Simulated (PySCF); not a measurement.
C7H11FSSi, SMILES C[Si](C)(c1sc(cc1)F)C, singlet, GFN2-xTB optimised geometry.

```
21

C     -0.77    -3.00     1.56
Si    -0.09    -2.16     0.00
C      1.82    -2.16     0.00
C     -0.75    -2.99    -1.58
C     -0.68    -0.36     0.00
C     -1.40     0.32     0.94
C     -1.66     1.66     0.61
C     -1.13     1.98    -0.59
F     -1.20     3.17    -1.20
S     -0.30     0.67    -1.35
H     -0.48    -4.05     1.59
H     -0.40    -2.53     2.47
H     -1.86    -2.97     1.59
H      2.21    -3.17    -0.03
H      2.22    -1.68     0.89
H      2.21    -1.63    -0.86
H     -1.84    -3.00    -1.60
H     -0.41    -2.47    -2.47
H     -0.41    -4.02    -1.66
H     -1.73    -0.14     1.85
H     -2.22     2.35     1.22
```

Density from PySCF with B3LYP/def2-SVP at that geometry.

Minimum of the electron density along straight lines between bonded atoms, close to the bond critical point (lines longer than 1.1 times the sum of covalent radii, or with two minima, are not listed):

| bond | length / Å | ρ at the minimum / e bohr⁻³ | ∇²ρ there / e bohr⁻⁵ | position (fraction from the first atom) |
|---|---|---|---|---|
| C1–Si2 | 1.903 | 0.111 | 0.32 | 0.62 |
| Si2–C3 | 1.906 | 0.110 | 0.31 | 0.38 |
| Si2–C4 | 1.906 | 0.111 | 0.32 | 0.38 |
| Si2–C5 | 1.890 | 0.108 | 0.36 | 0.38 |
| C5–C6 | 1.362 | 0.322 | -0.81 | 0.50 |
| C6–C7 | 1.412 | 0.297 | [?] | 0.50 |
| C7–C8 | 1.356 | 0.328 | -0.86 | 0.47 |
| C8–F9 | 1.336 | 0.260 | [?] | 0.33 |
| C5–S10 | 1.739 | 0.207 | -0.40 | 0.45 |
| C8–S10 | 1.726 | 0.216 | [?] | 0.50 |
| C1–H11 | 1.085 | 0.273 | -0.98 | 0.62 |
| C1–H12 | 1.085 | 0.273 | -0.98 | 0.62 |
| C1–H13 | 1.085 | 0.273 | -0.98 | 0.62 |
| C3–H14 | 1.086 | 0.272 | -0.97 | 0.62 |
| C3–H15 | 1.086 | 0.273 | -0.98 | 0.62 |
| C3–H16 | 1.086 | 0.272 | -0.97 | 0.62 |
| C4–H17 | 1.086 | 0.273 | -0.98 | 0.62 |
| C4–H18 | 1.086 | 0.272 | -0.97 | 0.62 |
| C4–H19 | 1.086 | 0.272 | -0.97 | 0.62 |
| C6–H20 | 1.075 | 0.286 | -1.10 | 0.63 |
| C7–H21 | 1.074 | 0.284 | -1.09 | 0.64 |

### Question
Complete the blanks.

### Answer

- C6–C7, ∇²ρ there / e bohr⁻⁵: -0.74
- C8–F9, ∇²ρ there / e bohr⁻⁵: 0.16
- C8–S10, ∇²ρ there / e bohr⁻⁵: -0.51
